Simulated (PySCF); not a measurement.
## CeOF at several levels of theory

Computed with PySCF 2.14.0 (density fitting, no spin-orbit coupling) at the geometry relaxed with PBE0:

```xyz
3
CeOF (singlet in the valence; each metal's 4f electrons, 1 of them, lie in its core potential, out of spins and levels)
Ce    0.0455    0.0000   -0.3838
O     1.5787    0.0000    0.7281
F    -1.7131    0.0000    0.8130
```

```csv
level,basis,state,HOMO (eV),gap (eV),charge on Ce1 (e),population of f-type functions on Ce1 (polarisation alone where 4f lies in the core),dipole about the centre of mass (D),largest force component (eV/Å)
PBE0,"Ce lcecp-1-SVP with ECP47, O def2-SVP, F def2-SVP",singlet,-6.61,4.66,0.96,0.11,7.55,0.03
wB97X,the same,singlet,-8.80,8.55,0.98,0.12,7.94,0.40
PBE0,"Ce lcecp-1-TZVP with ECP47, O def2-TZVP, F def2-TZVP",singlet,-6.58,4.66,1.29,0.13,7.78,0.34
```

In the lcecp rows the 4f levels are missing from HOMO and gap, and the state counts the valence alone.

Charges are Mulliken's, which hang on the basis. The relaxation used the grid (50, 194), these runs (75, 302) or, all-electron (x2c bases, spin-free X2C Hamiltonian), (99, 590).

**Question.** What does TPSS with Ce lcecp-1-SVP with ECP47, O def2-SVP, F def2-SVP give here?

**Answer.** state singlet, HOMO (eV) -5.19, gap (eV) 2.87, charge on Ce1 (e) 0.88, population of f-type functions on Ce1 (polarisation alone where 4f lies in the core) 0.10, dipole about the centre of mass (D) 7.15, largest force component (eV/Å) 0.80. Time: 2.2 s on 2 threads of Arm Neoverse V2, on a shared host, from an already converged density.

In the first row's basis the gap widens with exact exchange: 2.9 eV for TPSS (none); 4.7 eV for PBE0 (a fixed share); 8.5 eV for wB97X (rising or full at long range).

An lcecp potential fixes the number of 4f electrons, so in runs with it no electron can move into or out of that shell.
